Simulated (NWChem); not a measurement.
Program: NWChem. System: HCl3Ge, charge 0, spin multiplicity 1, at a geometry optimised with B3LYP/def2-SVP. The structure started from a generated list of species. Level: EOM-CCSD/def2-SVP, 24 core orbitals frozen.

Input file:

```
start mol
memory heap 100 mb stack 700 mb global 1900 mb
geometry units angstroms nocenter noautoz
  Ge     0.030249     0.432907     0.000000
  Cl    -1.030634    -0.239568     1.751833
  Cl    -1.030634    -0.239568    -1.751833
  Cl     1.996271    -0.451055     0.000000
  H      0.136970     1.960226     0.000000
  symmetry group Cs
end
basis spherical
  * library def2-svp
end
scf
  rhf
  nopen 0
  maxiter 100
  thresh 1e-7
  semidirect memsize 60000000 filesize 0
end
tce
  freeze core 24
  ccsd
  nroots 2
  2eorb
  2emet 13
  thresh 1e-5
  maxiter 200
  tilesize 24
end
task tce energy
```

Part of the output:

```
             Northwest Computational Chemistry Package (NWChem) 7.3.0
             --------------------------------------------------------

                                NWChem Input Module
                                -------------------

 Scaling coordinates for geometry "geometry" by  1.889725989
 (inverse scale =  0.529177249)

 Turning off AUTOSYM since
 SYMMETRY directive was detected!

                             Geometry "geometry" -> ""
                             -------------------------

 Output coordinates in angstroms (scale by  1.889725989 to convert to a.u.)

  No.       Tag          Charge          X              Y              Z
 ---- ---------------- ---------- -------------- -------------- --------------
    1 Ge                  32.0000     0.03024900     0.43290700     0.00000000
    2 Cl                  17.0000    -1.03063400    -0.23956800     1.75183300
    3 Cl                  17.0000    -1.03063400    -0.23956800    -1.75183300
    4 Cl                  17.0000     1.99627100    -0.45105500     0.00000000
    5 H                    1.0000     0.13697000     1.96022600     0.00000000

 Effective nuclear repulsion energy (a.u.)     551.5093558580

            Nuclear Dipole moment (a.u.)
            ----------------------------
        X                 Y               Z
 ---------------- ---------------- ----------------
    -0.0000207870     0.0000056692     0.0000000000

      Symmetry information
      --------------------

 Group name             Cs
 Group number              2
 Group order               2
 No. of unique centers     4

      Symmetry unique atoms

     1    2    4    5


 Summary of "ao basis" -> "" (spherical)
 ------------------------------------------------------------------------------
       Tag                 Description            Shells   Functions and Types
 ---------------- ------------------------------  ------  ---------------------
 *                          def2-svp                  on all atoms

 Summary of "ao basis" -> "ao basis" (spherical)
 ------------------------------------------------------------------------------
       Tag                 Description            Shells   Functions and Types
 ---------------- ------------------------------  ------  ---------------------
 Ge                         def2-svp                12       32   5s4p3d
 Cl                         def2-svp                 8       18   4s3p1d
 H                          def2-svp                 3        5   2s1p

                                 NWChem SCF Module
                                 -----------------

  ao basis        = "ao basis"
  functions       =    91
  atoms           =     5
  closed shells   =    42
  open shells     =     0
  charge          =   0.00
  wavefunction    = RHF
  use symmetry    = T
  symmetry adapt  = T

 Summary of "ao basis" -> "ao basis" (spherical)
 ------------------------------------------------------------------------------
       Tag                 Description            Shells   Functions and Types
 ---------------- ------------------------------  ------  ---------------------
 Ge                         def2-svp                12       32   5s4p3d
 Cl                         def2-svp                 8       18   4s3p1d
 H                          def2-svp                 3        5   2s1p

      Symmetry analysis of basis
      --------------------------

        a'         57
        a"         34

 Forming initial guess at       0.1s

      Superposition of Atomic Density Guess
      -------------------------------------

 Sum of atomic energies:       -3453.51332697

      Non-variational initial energy
      ------------------------------

 Total energy =   -3454.196139
 1-e energy   =   -5901.705961
 2-e energy   =    1896.000467
 HOMO         =      -0.392899
 LUMO         =       0.015287

      Symmetry analysis of molecular orbitals - initial
      -------------------------------------------------

  Numbering of irreducible representations:

     1 a'          2 a"

  Orbital symmetries:

     1 a'          2 a'          3 a"          4 a'          5 a'
     6 a'          7 a"          8 a'          9 a'         10 a"
    11 a'         12 a'         13 a"         14 a'         15 a'
    16 a'         17 a"         18 a"         19 a"         20 a'
    21 a'         22 a'         23 a"         24 a'         25 a"
    26 a'         27 a'         28 a'         29 a"         30 a'
    31 a'         32 a"         33 a'         34 a'         35 a"
    36 a'         37 a'         38 a"         39 a'         40 a"
    41 a"         42 a'         43 a'         44 a"         45 a'
    46 a'         47 a'         48 a'         49 a'         50 a"
    51 a'         52 a"

 Starting SCF solution at       1.0s

 ----------------------------------------------
         Quadratically convergent ROHF

 Convergence threshold     :          1.000E-07
 Maximum no. of iterations :          100
 Final Fock-matrix accuracy:          1.000E-09
 ----------------------------------------------

              iter       energy          gnorm     gmax       time
             ----- ------------------- --------- --------- --------
                 1    -3453.8174097267  8.78D-01  2.42D-01      1.1
                 2    -3453.8785200373  2.13D-01  6.64D-02      1.2
                 3    -3453.8827661384  1.54D-02  3.66D-03      1.3
                 4    -3453.8828038800  1.11D-04  3.35D-05      1.5
                 5    -3453.8828038817  7.22D-09  2.10D-09      1.9

       Final RHF  results
       ------------------

         Total SCF energy =  -3453.882803881741
[...]
   0.0224716434544   0.2805984018782    7.63547
   0.0207560787880   0.2847069191624    7.74727     3.6     3.6

 Iteration   7 using   14 trial vectors
   0.0152853356179   0.2800934382409    7.62173
   0.0127573377494   0.2843241183716    7.73686     3.0     3.0

 Iteration   8 using   16 trial vectors
   0.0138002601122   0.2799142413064    7.61686
   0.0087141842480   0.2842436211588    7.73467     2.6     2.6

 Iteration   9 using   18 trial vectors
   0.0119659394022   0.2797597691675    7.61265
   0.0053382272504   0.2841866356559    7.73312     2.8     2.8

 Iteration  10 using   20 trial vectors
   0.0085674848840   0.2795743639410    7.60761
   0.0028627414957   0.2841601941716    7.73240     2.5     2.5

 Iteration  11 using   22 trial vectors
   0.0082563622757   0.2795100300046    7.60586
   0.0015748343783   0.2841509473462    7.73214     3.2     3.2

 Iteration  12 using   24 trial vectors
   0.0089012142254   0.2793975814234    7.60280
   0.0010985958617   0.2841485630901    7.73208     3.1     3.1

 Iteration  13 using   26 trial vectors
   0.0071857402996   0.2793391504203    7.60121
   0.0007378036191   0.2841493524235    7.73210     3.2     3.2

 Iteration  14 using   28 trial vectors
   0.0059132965235   0.2792701753827    7.59933
   0.0004611033958   0.2841472383076    7.73204     3.3     3.3

 Iteration  15 using   30 trial vectors
   0.0049943118328   0.2792525942431    7.59885
   0.0002696973935   0.2841484998057    7.73208     2.9     2.9

 Iteration  16 using   32 trial vectors
   0.0027438160459   0.2792401766008    7.59852
   0.0001446262493   0.2841492108198    7.73210     3.4     3.4

 Iteration  17 using   34 trial vectors
   0.0013070941001   0.2792155004019    7.59784
   0.0000550804878   0.2841481969449    7.73207     3.2     3.2

 Iteration  18 using   36 trial vectors
   0.0007855428105   0.2792149368216    7.59783
   0.0000190318924   0.2841481546451    7.73207     3.2     3.2

 Iteration  19 using   38 trial vectors
   0.0005506418434   0.2792186903768    7.59793
   0.0000074020118   0.2841481517107    7.73207     3.5     3.5

 Iteration  20 using   39 trial vectors
   0.0003459338337   0.2792157942865    7.59785
   0.0000074019695   0.2841481516971    7.73207     1.8     1.8

 Iteration  21 using   40 trial vectors
   0.0002045651536   0.2792179056173    7.59791
   0.0000074020020   0.2841481516876    7.73207     2.5     2.5

 Iteration  22 using   41 trial vectors
   0.0001188557448   0.2792172602525    7.59789
   0.0000074019517   0.2841481517097    7.73207     2.2     2.2

 Iteration  23 using   42 trial vectors
   0.0000686733958   0.2792169298096    7.59788
   0.0000074019184   0.2841481517291    7.73207     1.9     1.9

 Iteration  24 using   43 trial vectors
   0.0000374874038   0.2792170408526    7.59789
   0.0000074018733   0.2841481517193    7.73207     2.2     2.2

 Iteration  25 using   44 trial vectors
   0.0000223215900   0.2792170195583    7.59788
   0.0000074018686   0.2841481517128    7.73207     1.9     1.9

 Iteration  26 using   45 trial vectors
   0.0000146271042   0.2792170186235    7.59788
   0.0000074018821   0.2841481517075    7.73207     2.4     2.4

 Iteration  27 using   46 trial vectors
   0.0000074643557   0.2792169526792    7.59788
   0.0000074018702   0.2841481517090    7.73207     2.1     2.1
 --------------------------------------------------------------
 Iterations converged
 ------------------

 Excited state root  1
 Excitation energy / hartree =        0.279216952679193
                   / eV      =        7.597883097188466
 largest EOMCCSD amplitudes: R1 and R2

 Singles contributions
    43a'  (alpha) ---    37a'  (alpha)        0.2675847886
    43a'  (alpha) ---    39a'  (alpha)        0.7875082111
    45a'  (alpha) ---    37a'  (alpha)        0.1492218614
    45a'  (alpha) ---    41a'  (alpha)        0.2773284936
    44a"  (alpha) ---    38a"  (alpha)        0.1492029500

 Doubles contributions
 ------------------

 Excited state root  2
 Excitation energy / hartree =        0.284148151709006
                   / eV      =        7.732067907236653
 largest EOMCCSD amplitudes: R1 and R2

 Singles contributions
    43a'  (alpha) ---    34a'  (alpha)       -0.1538089994
    43a'  (alpha) ---    41a'  (alpha)       -0.8584784840
    45a'  (alpha) ---    37a'  (alpha)       -0.1315227901
    45a'  (alpha) ---    39a'  (alpha)       -0.1403901469
    44a"  (alpha) ---    38a"  (alpha)        0.1315678722
    44a"  (alpha) ---    40a"  (alpha)       -0.1404074366

 Doubles contributions

 =========================================
 Excited-state calculation ( a"  symmetry)
 =========================================
 Dim. of EOMCC iter. space      500

 EOMCCSD SOLVER TYPE  1
  maxdiff =   0.57011995175950614

 No. of initial right vectors    2

 EOM-CCSD right-hand side iterations
 --------------------------------------------------------------
      Residuum       Omega / hartree  Omega / eV    Cpu    Wall
 --------------------------------------------------------------

 Iteration   1 using    2 trial vectors
   0.6342802554210   0.4164937679122   11.33338
   0.6313814644961   0.4342331481410   11.81609     2.7     2.7

 Iteration   2 using    4 trial vectors
   0.1345303964193   0.2818604123421    7.66982
   0.1406371281949   0.2989340715316    8.13441     2.2     2.2

 Iteration   3 using    6 trial vectors
   0.0506913010647   0.2750135421935    7.48350
   0.0630658993080   0.2903281073666    7.90023     2.1     2.1

 Iteration   4 using    8 trial vectors
   0.0369098076010   0.2723172424366    7.41013
   0.0522503010261   0.2856001820331    7.77158     2.9     2.9

 Iteration   5 using   10 trial vectors
   0.0308689254295   0.2700993827736    7.34978
   0.0421379432982   0.2817745020276    7.66748     2.2     2.2

 Iteration   6 using   12 trial vectors
   0.0154280323971   0.2694194371496    7.33128
   0.0222630966953   0.2805985659515    7.63548     2.8     2.8

 Iteration   7 using   14 trial vectors
   0.0073200335662   0.2692084605060    7.32554
   0.0151839642134   0.2801116673737    7.62223     2.3     2.3

 Iteration   8 using   16 trial vectors
   0.0040237642521   0.2692178102609    7.32579
   0.0138986661659   0.2799066641171    7.61665     2.9     2.9

 Iteration   9 using   18 trial vectors
   0.0027394942732   0.2692129161525    7.32566
   0.0118458525246   0.2797600418178    7.61266     2.6     2.6

 Iteration  10 using   20 trial vectors
   0.0015263851287   0.2692056222230    7.32546
   0.0084691066910   0.2795819381886    7.60781     2.9     2.9

 Iteration  11 using   22 trial vectors
   0.0006908050001   0.2692076840082    7.32552
   0.0081886259522   0.2795157074472    7.60601     2.7     2.7

 Iteration  12 using   24 trial vectors
   0.0003899383748   0.2692060764592    7.32547
   0.0088119557348   0.2794058512363    7.60302     3.2     3.2

 Iteration  13 using   26 trial vectors
   0.0002827304832   0.2692060653080    7.32547
   0.0071635460227   0.2793318893599    7.60101     2.8     2.8

 Iteration  14 using   28 trial vectors
   0.0001672730356   0.2692046452447    7.32543
   0.0058531779588   0.2792636590393    7.59915     3.4     3.4

 Iteration  15 using   30 trial vectors
   0.0000781065269   0.2692051026794    7.32545
   0.0049334862376   0.2792518131139    7.59883     2.9     2.9

 Iteration  16 using   32 trial vectors
   0.0000441739726   0.2692055656027    7.32546
   0.0027173017017   0.2792397069430    7.59850     3.0     3.0

 Iteration  17 using   34 trial vectors
   0.0000246404940   0.2692052363640    7.32545
   0.0012925304686   0.2792161013537    7.59786     3.5     3.5

 Iteration  18 using   36 trial vectors
   0.0000108510926   0.2692053107470    7.32545
   0.0007789718195   0.2792154434808    7.59784     2.9     2.9

 Iteration  19 using   38 trial vectors
   0.0000049398961   0.2692053156187    7.32545
   0.0005454325773   0.2792190343166    7.59794     3.6     3.6

 Iteration  20 using   39 trial vectors
   0.0000049398703   0.2692053156173    7.32545
   0.0003424466563   0.2792162928974    7.59787     2.0     2.0

 Iteration  21 using   40 trial vectors
   0.0000049398700   0.2692053156169    7.32545
   0.0002026654366   0.2792181670323    7.59792     2.2     2.2

 Iteration  22 using   41 trial vectors
   0.0000049398720   0.2692053156172    7.32545
   0.0001172235114   0.2792175170327    7.59790     2.3     2.3

 Iteration  23 using   42 trial vectors
   0.0000049398695   0.2692053156173    7.32545
   0.0000681549449   0.2792171850828    7.59789     1.8     1.8

 Iteration  24 using   43 trial vectors
   0.0000049398697   0.2692053156167    7.32545
   0.0000372357590   0.2792173326117    7.59789     2.4     2.4

 Iteration  25 using   44 trial vectors
   0.0000049398691   0.2692053156166    7.32545
   0.0000220071023   0.2792173236865    7.59789     2.2     2.2

 Iteration  26 using   45 trial vectors
   0.0000049398705   0.2692053156168    7.32545
   0.0000144685910   0.2792173201692    7.59789     2.3     2.3

 Iteration  27 using   46 trial vectors
   0.0000049398665   0.2692053156163    7.32545
   0.0000074004017   0.2792172688882    7.59789     2.1     2.1
 --------------------------------------------------------------
 Iterations converged
 ------------------

 Excited state root  1
 Excitation energy / hartree =        0.269205315616301
                   / eV      =        7.325452475460680
 largest EOMCCSD amplitudes: R1 and R2

 Singles contributions
    43a'  (alpha) ---    42a"  (alpha)        0.8733634321
    45a'  (alpha) ---    38a"  (alpha)        0.1494423379
    45a'  (alpha) ---    40a"  (alpha)        0.1305544613
    44a"  (alpha) ---    37a'  (alpha)        0.1494421289
    44a"  (alpha) ---    39a'  (alpha)       -0.1305496497

 Doubles contributions
 ------------------

 Excited state root  2
 Excitation energy / hartree =        0.279217268888226
                   / eV      =        7.597891701677717
 largest EOMCCSD amplitudes: R1 and R2

 Singles contributions
    43a'  (alpha) ---    38a"  (alpha)       -0.2685397458
    43a'  (alpha) ---    40a"  (alpha)        0.7903933052
    45a'  (alpha) ---    38a"  (alpha)        0.1497654753
    44a"  (alpha) ---    37a'  (alpha)       -0.1497655391
    44a"  (alpha) ---    41a'  (alpha)        0.2783391663

 Doubles contributions

 Task  times  cpu:      174.6s     wall:      174.6s

 Total times  cpu:      174.6s     wall:      174.6s
```
